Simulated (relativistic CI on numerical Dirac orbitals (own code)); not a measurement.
## Rh6+: 4s photoemission

Computed with this model: Dirac-Coulomb-Breit CI, separate exchange-only KLI orbitals for each configuration, model QED, valence Slater integrals scaled by 0.8, multiplet model of photoemission in the sudden approximation; configurations [Kr] 4d3 → [Ar] 3d10 4s 4p6 4d3; 300 K; Lorentzian 2 eV and Gaussian 0.6 eV FWHM. Energies are those of the free ion, without screening or charge transfer. The energies are binding energies and can lie tens of eV above those of solids. Without intra-shell correlation the exchange splitting of an s hole comes out too large, often by half or more. S is read from ⟨S²⟩ = S(S + 1).

Computed curve for free ion, scaled to 100 at the maximum (points under 2 are left out and the grid is thinned):

```
Energy (eV)  Intensity
      178.2        2.1
      178.6        2.3
      179.0        2.6
      179.2        2.7
      179.6        3.0
      180.0        3.4
      180.4        3.9
      180.6        4.2
      181.0        4.8
      181.4        5.7
      181.8        6.8
      182.2        8.2
      182.4        9.1
      182.8       11.3
      183.2       14.5
      183.6       19.2
      183.8       22.4
      184.2       31.5
      184.6       45.6
      185.0       66.2
      185.4       89.1
      185.6       97.1
      186.0       97.1
      186.4       78.2
      186.8       55.7
      187.0       46.3
      187.4       32.7
      187.8       24.1
      188.2       18.9
      188.6       15.8
      188.8       14.7
      189.2       13.6
      189.6       13.4
      190.0       14.0
      190.4       15.3
      190.6       16.2
      191.0       19.0
      191.4       23.9
      191.8       32.2
      192.0       37.7
      192.4       49.7
      192.8       56.3
      193.2       51.3
      193.6       39.3
      193.8       33.3
      194.2       23.7
      194.6       17.1
      195.0       12.6
      195.2       11.0
      195.6        8.5
      196.0        6.7
      196.4        5.5
      196.8        4.6
      197.0        4.2
      197.4        3.6
      197.8        3.1
      198.2        2.7
      198.4        2.6
      198.8        2.3
      199.2        2.0
```

The ground state has S = 1.48, and the centroid lies at 188.35 eV.
